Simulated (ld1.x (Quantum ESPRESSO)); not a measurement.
## u(r) = r·R(r): atom against pseudo-atom (Te (Z = 52))

Columns: radius, all-electron u(r) and pseudo u(r) of the 4d shell (level -43.71 eV) of tellurium in the configuration [Kr] 4d10 5s2 5p4; PBE, non-relativistic, TM scheme, ld1.x (Quantum ESPRESSO) 7.5.

| r (bohr) | all-electron | pseudo |
| --- | --- | --- |
| 0.141 | 0.5265 | -0.0269 |
| 0.282 | 0.3872 | -0.1875 |
| 0.423 | -0.2866 | -0.5000 |
| 0.564 | -0.8207 | -0.8486 |
| 0.705 | -1.0739 | -1.0835 |
| 0.846 | -1.1127 | -1.1400 |
| 0.987 | -1.0322 | -1.0577 |
| 1.128 | -0.9009 | -0.9129 |
| 1.269 | -0.7581 | -0.7608 |
| 1.410 | -0.6233 | -0.6235 |
| 1.551 | -0.5048 | -0.5048 |
| 1.692 | -0.4047 | -0.4047 |
| 1.833 | -0.3222 | -0.3222 |
| 1.974 | -0.2552 | -0.2552 |
| 2.115 | -0.2013 | -0.2013 |
| 2.256 | -0.1583 | -0.1583 |
| 2.397 | -0.1241 | -0.1241 |
| 2.538 | -0.0972 | -0.0972 |
| 2.679 | -0.0759 | -0.0759 |
| 2.820 | -0.0592 | -0.0592 |
| 2.961 | -0.0462 | -0.0462 |
| 3.102 | -0.0360 | -0.0360 |
| 3.243 | -0.0280 | -0.0280 |
| 3.384 | -0.0218 | -0.0218 |
| 3.525 | -0.0169 | -0.0169 |
| 3.666 | -0.0131 | -0.0131 |

(1) How many radial nodes do the two functions have?

(2) At about which radius was the pseudo-wave matched?

(3) Is the pseudo-wave norm-conserving?

Results:

(1) The all-electron 4d function has n − l − 1 = 1; the pseudo-wave has 0, since the states of the same l below it are removed with the core.

(2) 1.58 bohr. The columns agree to 0.0005 from 1.41 bohr on; several derivatives are matched, so the curves merge somewhat inside the radius.

(3) Yes: the TM scheme keeps the norm inside the radius equal to the all-electron one, which fixes the energy derivative of the logarithmic derivative at the level.
